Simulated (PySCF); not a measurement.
**Ionisation energy of Pr⁵⁰⁺ by level of theory**

Pr⁵⁰⁺ [He] 2s2 2p5 (2P) → Pr⁵¹⁺ [He] 2s2 2p4 (3P), as a difference of total energies. All numbers are calculated (PySCF 2.14, the spin-free X2C one-electron Hamiltonian (Gaussian nucleus), in an even-tempered Gaussian basis (19 s from 26 bohr⁻², ratio 2.2; 12 p from 33 bohr⁻², ratio 2.2; 5 d from 140 bohr⁻², ratio 2.4; 5 f from 200 bohr⁻², ratio 2.4; 4 g from 300 bohr⁻², ratio 2.4)). Correlated levels: nothing frozen; virtual orbitals above 40 to 60 times the deepest correlated orbital energy dropped. The calculations carry no spin-orbit coupling.

| method | ionisation energy (eV) |
| --- | --- |
| UHF | 9795.0 |
| LDA | 9790.9 |
| PBE | 9794.4 |
| PW91 | 9795.9 |
| MN15 | 9799.4 |
| MP2 (all electrons) | 9796.8 |
| SCS-MP2 (all electrons) | 9796.8 |

Question: Estimate what PBE0 gives.

Answer: 9795.0 eV, closest to UHF among the rows shown.

Question: Estimate what r2SCAN gives.

Answer: 9798.8 eV, closest to MN15 among the rows shown.

Spin-orbit coupling is strong in these open shells (close to jj coupling). The scalar numbers leave it out and a first-order estimate fails, so it can dominate the gap to the real levels.

For this ion Breit and QED terms and the two-electron picture change, all absent here, outweigh the differences among the correlated methods.

For comparison: 9632 ± 4 eV (theoretical estimate listed by NIST; NIST Atomic Spectra Database, ionization energies).
